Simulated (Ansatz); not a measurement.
A short molecular-dynamics run on C₂H₂BFSe (`C#C[Se]BF`).

```yaml
crystal:
  periodic: [false, false, false]
  atoms:
    - {symbol: C, position_ang: [-0.914479, 1.577907, 1.164222]}
    - {symbol: C, position_ang: [-0.228084, 0.603800, 1.004904]}
    - {symbol: Se, position_ang: [0.833411, -0.874410, 0.855523]}
    - {symbol: B, position_ang: [0.673988, -1.211640, -1.049990]}
    - {symbol: F, position_ang: [-0.054442, -0.455070, -1.835808]}
    - {symbol: H, position_ang: [-1.524620, 2.440714, 1.295024]}
    - {symbol: H, position_ang: [1.275526, -2.149399, -1.479575]}
basis:
  gaussian: {orbitals: "6-31G*"}
hamiltonian: {xc: {name: r2SCAN}, dispersion: d3bjatm}
md: {timestep: 1 fs, n_steps: 30, ensemble: nve, temperature: 700, initial_velocities: maxwell_boltzmann, seed: 390}
```

```sh
$ ansatz run in.yaml --threads 2 --pin off --events-out ev --progress --plain --max-ram 4352MiB
```

```tsv
step	time (fs)	potential energy (eV)	kinetic (eV)	T (K)	conserved (eV)
0	0.0	-70837.3554	0.4524	700	-70836.9030
1	1.0	-70837.3363	0.4343	672	-70836.9020
2	2.0	-70837.2937	0.3940	610	-70836.8997
3	3.0	-70837.2617	0.3627	561	-70836.8990
4	4.0	-70837.2518	0.3510	543	-70836.9007
5	5.0	-70837.2412	0.3391	525	-70836.9021
6	6.0	-70837.2100	0.3085	477	-70836.9015
7	7.0	-70837.1639	0.2636	408	-70836.9003
8	8.0	-70837.1203	0.2207	341	-70836.8996
9	9.0	-70837.0900	0.1905	295	-70836.8994
10	10.0	-70837.0750	0.1753	271	-70836.8996
11	11.0	-70837.0711	0.1707	264	-70836.9004
12	12.0	-70837.0656	0.1639	254	-70836.9017
13	13.0	-70837.0407	0.1388	215	-70836.9019
14	14.0	-70836.9965	0.0967	150	-70836.8997
15	15.0	-70836.9657	0.0682	106	-70836.8975
16	16.0	-70836.9799	0.0815	126	-70836.8984
17	17.0	-70837.0270	0.1260	195	-70836.9010
18	18.0	-70837.0684	0.1662	257	-70836.9022
19	19.0	-70837.0845	0.1833	284	-70836.9012
20	20.0	-70837.0875	0.1880	291	-70836.8995
21	21.0	-70837.1024	0.2037	315	-70836.8987
22	22.0	-70837.1410	0.2417	374	-70836.8994
23	23.0	-70837.1944	0.2936	454	-70836.9008
24	24.0	-70837.2416	0.3394	525	-70836.9022
25	25.0	-70837.2640	0.3614	559	-70836.9026
26	26.0	-70837.2586	0.3573	553	-70836.9013
27	27.0	-70837.2464	0.3469	537	-70836.8994
28	28.0	-70837.2539	0.3543	548	-70836.8995
29	29.0	-70837.2777	0.3764	582	-70836.9013
30	30.0	-70837.2902	0.3882	601	-70836.9021
```

Velocities are drawn at the set temperature; a run this short doesn't reach equilibrium.

Frames (Å, forces in eV/Å):

```xyz
7
time=0.0 fs
C    -0.914    1.578    1.164   -0.632    0.901    0.164
C    -0.228    0.604    1.005    0.623   -0.893   -0.176
Se    0.833   -0.874    0.856    0.086   -0.060    0.194
B     0.674   -1.212   -1.050    0.163   -0.226   -0.017
F    -0.054   -0.455   -1.836   -0.204    0.229   -0.160
H    -1.525    2.441    1.295   -0.072    0.100    0.009
H     1.276   -2.149   -1.480    0.035   -0.051   -0.013
7
time=1.0 fs
C    -0.908    1.584    1.155   -0.289    0.283    0.127
C    -0.230    0.597    1.007    0.329   -0.455   -0.136
Se    0.833   -0.874    0.856    0.147   -0.157    0.106
B     0.674   -1.215   -1.058   -0.130    0.412    0.597
F    -0.055   -0.453   -1.829   -0.344    0.340   -0.342
H    -1.563    2.401    1.315   -0.185    0.338    0.009
H     1.268   -2.120   -1.474    0.471   -0.762   -0.361
7
time=2.0 fs
C    -0.902    1.590    1.145   -0.104   -0.132    0.131
C    -0.232    0.590    1.008    0.005    0.042   -0.095
Se    0.833   -0.874    0.856    0.216   -0.261    0.027
B     0.673   -1.219   -1.065   -0.368    0.927    1.122
F    -0.055   -0.450   -1.823   -0.470    0.438   -0.505
H    -1.603    2.364    1.334   -0.114    0.323   -0.031
H     1.265   -2.099   -1.472    0.836   -1.336   -0.650
7
time=3.0 fs
C    -0.896    1.597    1.136   -0.146   -0.327    0.203
C    -0.234    0.583    1.010   -0.292    0.513   -0.063
Se    0.834   -0.874    0.857    0.287   -0.365   -0.040
B     0.672   -1.221   -1.071   -0.361    1.040    1.419
F    -0.056   -0.448   -1.817   -0.579    0.519   -0.646
H    -1.644    2.331    1.354    0.155    0.114   -0.128
H     1.270   -2.090   -1.476    0.936   -1.495   -0.745
7
time=4.0 fs
C    -0.890    1.603    1.127   -0.335   -0.413    0.324
C    -0.236    0.576    1.011   -0.528    0.910   -0.045
Se    0.834   -0.874    0.857    0.353   -0.458   -0.094
B     0.671   -1.223   -1.076   -0.039    0.672    1.438
F    -0.056   -0.445   -1.811   -0.664    0.579   -0.761
H    -1.683    2.298    1.372    0.520   -0.136   -0.260
H     1.284   -2.095   -1.488    0.693   -1.154   -0.602
7
time=5.0 fs
C    -0.884    1.609    1.118   -0.536   -0.508    0.451
C    -0.238    0.570    1.013   -0.690    1.207   -0.044
Se    0.834   -0.874    0.857    0.408   -0.534   -0.134
B     0.670   -1.224   -1.079    0.465    0.032    1.255
F    -0.058   -0.442   -1.806   -0.714    0.608   -0.839
H    -1.718    2.264    1.387    0.836   -0.293   -0.384
H     1.304   -2.112   -1.505    0.231   -0.511   -0.305
7
time=6.0 fs
C    -0.879    1.614    1.109   -0.643   -0.667    0.543
C    -0.241    0.565    1.014   -0.766    1.390   -0.062
Se    0.834   -0.874    0.858    0.448   -0.588   -0.161
B     0.669   -1.224   -1.082    0.940   -0.581    0.992
F    -0.059   -0.438   -1.801   -0.718    0.591   -0.869
H    -1.744    2.228    1.399    0.992   -0.295   -0.460
H     1.327   -2.133   -1.525   -0.253    0.151    0.017
7
time=7.0 fs
C    -0.874    1.619    1.101   -0.606   -0.882    0.576
C    -0.245    0.561    1.015   -0.750    1.447   -0.100
Se    0.834   -0.874    0.858    0.468   -0.616   -0.175
B     0.669   -1.226   -1.083    1.249   -0.983    0.728
F    -0.061   -0.435   -1.797   -0.668    0.519   -0.845
H    -1.761    2.188    1.407    0.935   -0.142   -0.464
H     1.348   -2.153   -1.544   -0.629    0.657    0.279
7
time=8.0 fs
C    -0.870    1.623    1.094   -0.428   -1.108    0.543
C    -0.249    0.559    1.017   -0.636    1.371   -0.156
Se    0.835   -0.874    0.858    0.469   -0.618   -0.177
B     0.670   -1.228   -1.084    1.349   -1.123    0.494
F    -0.063   -0.431   -1.793   -0.563    0.392   -0.765
H    -1.770    2.148    1.410    0.664    0.130   -0.390
H     1.362   -2.167   -1.562   -0.854    0.957    0.452
7
time=9.0 fs
C    -0.866    1.626    1.086   -0.173   -1.273    0.461
C    -0.254    0.557    1.018   -0.427    1.153   -0.229
Se    0.835   -0.874    0.859    0.451   -0.598   -0.169
B     0.673   -1.231   -1.085    1.250   -1.012    0.304
F    -0.066   -0.426   -1.789   -0.412    0.217   -0.640
H    -1.771    2.108    1.410    0.240    0.458   -0.258
H     1.368   -2.172   -1.574   -0.928    1.054    0.530
7
time=10.0 fs
C    -0.862    1.628    1.080    0.025   -1.284    0.375
C    -0.259    0.556    1.019   -0.131    0.798   -0.313
Se    0.835   -0.875    0.859    0.419   -0.562   -0.154
B     0.676   -1.236   -1.085    0.971   -0.675    0.179
F    -0.069   -0.422   -1.786   -0.230    0.011   -0.483
H    -1.771    2.073    1.407   -0.198    0.755   -0.116
H     1.365   -2.166   -1.582   -0.856    0.957    0.511
7
time=11.0 fs
C    -0.858    1.629    1.073   -0.005   -1.070    0.347
C    -0.264    0.556    1.020    0.228    0.329   -0.401
Se    0.836   -0.875    0.859    0.378   -0.518   -0.136
B     0.681   -1.240   -1.085    0.529   -0.130    0.146
F    -0.072   -0.418   -1.783   -0.033   -0.208   -0.312
H    -1.772    2.045    1.402   -0.461    0.934   -0.032
H     1.354   -2.151   -1.585   -0.635    0.663    0.387
7
time=12.0 fs
C    -0.855    1.629    1.067   -0.354   -0.637    0.416
C    -0.269    0.557    1.020    0.608   -0.202   -0.481
Se    0.836   -0.875    0.859    0.337   -0.474   -0.117
B     0.685   -1.245   -1.085   -0.054    0.599    0.229
F    -0.075   -0.413   -1.780    0.159   -0.419   -0.145
H    -1.778    2.026    1.398   -0.426    0.957   -0.052
H     1.337   -2.130   -1.584   -0.270    0.176    0.151
7
time=13.0 fs
C    -0.851    1.629    1.061   -0.932   -0.098    0.558
C    -0.274    0.557    1.020    0.950   -0.704   -0.545
Se    0.837   -0.876    0.860    0.302   -0.439   -0.099
B     0.690   -1.250   -1.084   -0.715    1.435    0.416
F    -0.078   -0.409   -1.777    0.332   -0.605    0.004
H    -1.788    2.016    1.393   -0.131    0.856   -0.160
H     1.318   -2.107   -1.582    0.195   -0.445   -0.174
7
time=14.0 fs
C    -0.848    1.629    1.055   -1.516    0.372    0.708
C    -0.278    0.556    1.020    1.189   -1.068   -0.585
Se    0.837   -0.876    0.860    0.279   -0.416   -0.083
B     0.694   -1.253   -1.084   -1.313    2.190    0.621
F    -0.080   -0.406   -1.774    0.473   -0.751    0.124
H    -1.799    2.015    1.386    0.258    0.705   -0.293
H     1.300   -2.089   -1.581    0.630   -1.031   -0.494
7
time=15.0 fs
C    -0.847    1.629    1.051   -1.889    0.615    0.804
C    -0.280    0.555    1.019    1.276   -1.197   -0.596
Se    0.838   -0.877    0.860    0.272   -0.407   -0.065
B     0.697   -1.254   -1.083   -1.651    2.593    0.690
F    -0.083   -0.402   -1.771    0.573   -0.847    0.210
H    -1.807    2.020    1.377    0.570    0.570   -0.390
H     1.289   -2.080   -1.586    0.850   -1.326   -0.653
7
time=16.0 fs
C    -0.847    1.629    1.046   -1.928    0.545    0.815
C    -0.282    0.552    1.017    1.188   -1.045   -0.581
Se    0.839   -0.878    0.860    0.281   -0.412   -0.045
B     0.699   -1.253   -1.081   -1.615    2.477    0.511
F    -0.085   -0.399   -1.768    0.627   -0.890    0.258
H    -1.811    2.031    1.364    0.700    0.491   -0.418
H     1.285   -2.084   -1.596    0.747   -1.166   -0.541
7
time=17.0 fs
C    -0.848    1.630    1.043   -1.622    0.168    0.741
C    -0.283    0.549    1.016    0.944   -0.635   -0.542
Se    0.839   -0.878    0.860    0.304   -0.429   -0.022
B     0.699   -1.250   -1.078   -1.281    1.934    0.131
F    -0.087   -0.397   -1.765    0.638   -0.882    0.270
H    -1.807    2.046    1.347    0.623    0.486   -0.374
H     1.289   -2.100   -1.611    0.395   -0.641   -0.204
7
time=18.0 fs
C    -0.851    1.631    1.040   -1.054   -0.431    0.605
C    -0.283    0.546    1.013    0.594   -0.055   -0.486
Se    0.840   -0.879    0.860    0.335   -0.453    0.001
B     0.698   -1.244   -1.076   -0.835    1.224   -0.291
F    -0.088   -0.395   -1.762    0.609   -0.830    0.246
H    -1.798    2.066    1.326    0.377    0.548   -0.277
H     1.296   -2.121   -1.629   -0.025   -0.003    0.203
7
time=19.0 fs
C    -0.855    1.632    1.037   -0.395   -1.101    0.451
C    -0.283    0.542    1.011    0.207    0.572   -0.421
Se    0.841   -0.880    0.861    0.366   -0.480    0.021
B     0.696   -1.238   -1.074   -0.422    0.562   -0.618
F    -0.089   -0.393   -1.758    0.544   -0.740    0.189
H    -1.784    2.091    1.303    0.070    0.642   -0.167
H     1.303   -2.142   -1.645   -0.371    0.544    0.545
7
time=20.0 fs
C    -0.859    1.631    1.035    0.134   -1.656    0.330
C    -0.282    0.539    1.008   -0.146    1.124   -0.353
Se    0.842   -0.881    0.861    0.391   -0.501    0.037
B     0.694   -1.232   -1.072   -0.101    0.044   -0.788
F    -0.090   -0.392   -1.755    0.447   -0.615    0.102
H    -1.771    2.122    1.278   -0.137    0.695   -0.091
H     1.307   -2.159   -1.655   -0.589    0.909    0.764
7
time=21.0 fs
C    -0.863    1.630    1.033    0.349   -1.926    0.275
C    -0.282    0.536    1.004   -0.404    1.503   -0.290
Se    0.843   -0.882    0.861    0.400   -0.510    0.046
B     0.691   -1.225   -1.071    0.120   -0.310   -0.794
F    -0.091   -0.391   -1.751    0.321   -0.461   -0.011
H    -1.758    2.160    1.253   -0.112    0.624   -0.079
H     1.305   -2.166   -1.658   -0.675    1.079    0.852
7
time=22.0 fs
C    -0.866    1.627    1.031    0.212   -1.824    0.277
C    -0.282    0.535    1.001   -0.531    1.656   -0.237
Se    0.844   -0.883    0.861    0.388   -0.500    0.052
B     0.689   -1.218   -1.071    0.241   -0.495   -0.645
F    -0.091   -0.391   -1.748    0.173   -0.283   -0.144
H    -1.747    2.204    1.226    0.152    0.390   -0.116
H     1.296   -2.163   -1.653   -0.635    1.057    0.814
7
time=23.0 fs
C    -0.870    1.622    1.030   -0.158   -1.392    0.295
C    -0.282    0.535    0.997   -0.515    1.574   -0.196
Se    0.845   -0.884    0.861    0.354   -0.467    0.055
B     0.687   -1.212   -1.072    0.254   -0.499   -0.351
F    -0.092   -0.390   -1.744    0.009   -0.091   -0.289
H    -1.734    2.252    1.198    0.526    0.039   -0.162
H     1.282   -2.150   -1.640   -0.471    0.836    0.650
7
time=24.0 fs
C    -0.873    1.617    1.029   -0.581   -0.763    0.291
C    -0.283    0.537    0.993   -0.369    1.286   -0.168
Se    0.846   -0.885    0.861    0.297   -0.410    0.058
B     0.685   -1.207   -1.072    0.147   -0.301    0.074
F    -0.092   -0.390   -1.741   -0.159    0.105   -0.439
H    -1.716    2.300    1.169    0.846   -0.326   -0.178
H     1.263   -2.129   -1.621   -0.181    0.409    0.360
7
time=25.0 fs
C    -0.877    1.610    1.028   -0.913   -0.099    0.252
C    -0.284    0.539    0.989   -0.129    0.855   -0.149
Se    0.847   -0.886    0.862    0.223   -0.333    0.066
B     0.684   -1.202   -1.073   -0.068    0.082    0.597
F    -0.093   -0.389   -1.738   -0.323    0.295   -0.585
H    -1.690    2.345    1.138    0.997   -0.600   -0.150
H     1.242   -2.104   -1.598    0.214   -0.199   -0.031
7
time=26.0 fs
C    -0.882    1.604    1.027   -1.074    0.451    0.181
C    -0.285    0.542    0.985    0.159    0.360   -0.134
Se    0.848   -0.887    0.862    0.138   -0.241    0.080
B     0.682   -1.196   -1.073   -0.321    0.533    1.125
F    -0.093   -0.388   -1.735   -0.475    0.469   -0.721
H    -1.655    2.384    1.106    0.940   -0.708   -0.086
H     1.223   -2.081   -1.576    0.634   -0.863   -0.445
7
time=27.0 fs
C    -0.888    1.598    1.026   -1.035    0.773    0.095
C    -0.286    0.546    0.981    0.441   -0.115   -0.117
Se    0.849   -0.889    0.862    0.048   -0.142    0.105
B     0.680   -1.190   -1.072   -0.461    0.803    1.501
F    -0.094   -0.388   -1.732   -0.607    0.622   -0.841
H    -1.610    2.417    1.073    0.691   -0.612   -0.008
H     1.210   -2.067   -1.558    0.924   -1.330   -0.735
7
time=28.0 fs
C    -0.894    1.593    1.026   -0.829    0.822    0.016
C    -0.286    0.549    0.976    0.675   -0.501   -0.094
Se    0.850   -0.890    0.862   -0.039   -0.043    0.141
B     0.678   -1.184   -1.070   -0.349    0.650    1.587
F    -0.096   -0.386   -1.730   -0.716    0.747   -0.940
H    -1.559    2.443    1.040    0.320   -0.326    0.062
H     1.206   -2.065   -1.547    0.938   -1.349   -0.772
7
time=29.0 fs
C    -0.901    1.588    1.025   -0.553    0.669   -0.041
C    -0.287    0.552    0.972    0.835   -0.762   -0.063
Se    0.851   -0.891    0.863   -0.118    0.048    0.187
B     0.675   -1.177   -1.066    0.009    0.067    1.377
F    -0.097   -0.385   -1.729   -0.791    0.834   -1.007
H    -1.505    2.467    1.007   -0.053    0.048    0.105
H     1.212   -2.076   -1.543    0.673   -0.904   -0.558
7
time=30.0 fs
C    -0.909    1.584    1.025   -0.338    0.499   -0.080
C    -0.286    0.555    0.968    0.913   -0.889   -0.025
Se    0.852   -0.892    0.863   -0.186    0.125    0.242
B     0.672   -1.169   -1.061    0.455   -0.694    0.992
F    -0.099   -0.383   -1.728   -0.817    0.867   -1.030
H    -1.451    2.491    0.976   -0.297    0.319    0.125
H     1.223   -2.095   -1.545    0.270   -0.228   -0.225
```

Run time 81 s (2 threads of an Intel Xeon Platinum 8259CL on a shared host); peak host memory 0.41 GiB.
